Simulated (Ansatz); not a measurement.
Relaxation of AlFH$_{4}$OSi (8 atoms, charge 0, multiplicity 1), to a largest force component of 0.03 eV/Å in at most 50 steps.

All numbers below come from RHF/def2-SVP (Ansatz 0.2.0).

```xyz
8
Properties=species:S:1:pos:R:3
Al 0.020 0.162 -1.457
O 0.919 0.146 1.371
Si 0.030 -0.429 2.652
H -0.856 -1.528 2.223
H 0.926 -0.940 3.711
H -0.755 0.706 3.161
H 1.460 -0.450 0.833
F -1.512 0.352 -0.831
```

Task: Where does it end, and by what steps?

Result: It converged. After 11 steps the energy has fallen by 0.367 eV; F8 moved furthest, 0.84 Å. Joined: Al1–O2 (2.97 → 2.14 Å).

| step | energy less start (eV) | largest force component (eV/Å) | accepted |
| --- | --- | --- | --- |
| 0 | 0.0000 | 1.083 | yes |
| 1 | -0.0668 | 1.034 | yes |
| 2 | -0.1104 | 1.378 | yes |
| 3 | -0.1621 | 1.268 | yes |
| 4 | -0.2359 | 0.724 | yes |
| 5 | -0.3104 | 0.440 | yes |
| 6 | -0.3419 | 0.746 | yes |
| 7 | -0.3602 | 0.191 | yes |
| 8 | -0.3649 | 0.058 | yes |
| 9 | -0.3669 | 0.061 | yes |
| 10 | -0.3673 | 0.052 | yes |
| 11 | -0.3674 | 0.014 | yes |

```xyz
8
Properties=species:S:1:pos:R:3
Al 0.051 0.299 -0.943
O 0.873 -0.209 0.970
Si -0.123 -0.438 2.347
H -1.024 -1.575 2.132
H 0.841 -0.766 3.422
H -0.819 0.810 2.677
H 1.809 -0.313 1.071
F -1.377 0.210 -0.010
```

Time of the run: 11 s on 1 thread of Intel(R) Xeon(R) 6975P-C (Granite Rapids), with other jobs on the host, peak memory 0.16 GiB.
